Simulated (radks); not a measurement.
Question: The mean radii <r> (bohr) of the occupied orbitals of an atom or ion are listed with their occupations. Method: Dirac Kohn-Sham, BLYP, spin-unpolarised, spherical densities, finite nucleus; Fermi nuclear charge, rms radius of each element as measured or else 0.836 A^(1/3) + 0.57 fm; computed with a radial shooting solver on a logarithmic mesh with Libxc functionals.

orbital  occ.      <r>
1s1/2       2  0.03263
2s1/2       2   0.1416
2p1/2       2   0.1203
2p3/2       4   0.1251
3s1/2       2   0.3903
3p1/2       2   0.3829
3p3/2       4   0.3936
3d3/2       4   0.3679
3d5/2       6   0.3714
4s1/2       2   0.9569
4p1/2       2    1.019
4p3/2       3    1.045
4d3/2       4    1.253
4d5/2       1    1.263
5d3/2       1    3.223

Name the element and its charge. Open shells, if any, fill j = l - 1/2 first.

Answer: Z = 45, rhodium, charge +4: Rh4+ in [Ar] 3d10 4s2 4p5 4d5 5d1. The 1s radius gives Z: for a bare nucleus <r> = (2 gamma + 1)/(2Z) with gamma = sqrt(1 - (Z/c)^2), 0.0321 bohr for Z = 45, and screening makes it slightly larger (0.03263 here). The occupations add up to 41, and the charge is Z minus that.
